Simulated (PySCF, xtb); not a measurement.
CH₂O₃, SMILES C(O)(O)=O.

Geometry optimised at B3LYP-D3(BJ)/def2-SVP. Other conformers were not sampled.

These are IEF-PCM-ωB97X/def2-SVP run with PySCF values and carry that method's errors.

The values are the electrostatic part of the solvation free energy, E(continuum) − E(gas) at the gas-phase geometry, in a cavity of scaled van der Waals radii (PySCF's table); cavitation and dispersion terms are not included. In vacuum the orbital gap is 14.67 eV. The dipole moment in vacuum is 0.13 D.

Problem. Estimate the values in water (ε = 78.36), dimethylsulfoxide (ε = 46.83), diethylether (ε = 4.24). (Estimate from the structure and the level; the computed values follow.)

Solution. 
```json
[
 {"solvent": "water", "ε": "78.36", "ΔG(elec) (kcal/mol)": "-8.9", "dipole (D)": "0.18", "gap (eV)": "14.78"},
 {"solvent": "dimethylsulfoxide", "ε": "46.83", "ΔG(elec) (kcal/mol)": "-8.8", "dipole (D)": "0.18", "gap (eV)": "14.78"},
 {"solvent": "diethylether", "ε": "4.24", "ΔG(elec) (kcal/mol)": "-6.1", "dipole (D)": "0.18", "gap (eV)": "14.76"}
]
```

For comparison, GFN2-xTB/ALPB(water) (xtb, at the GFN2-xTB geometry, all terms of that model) gives -12.6 kcal/mol.
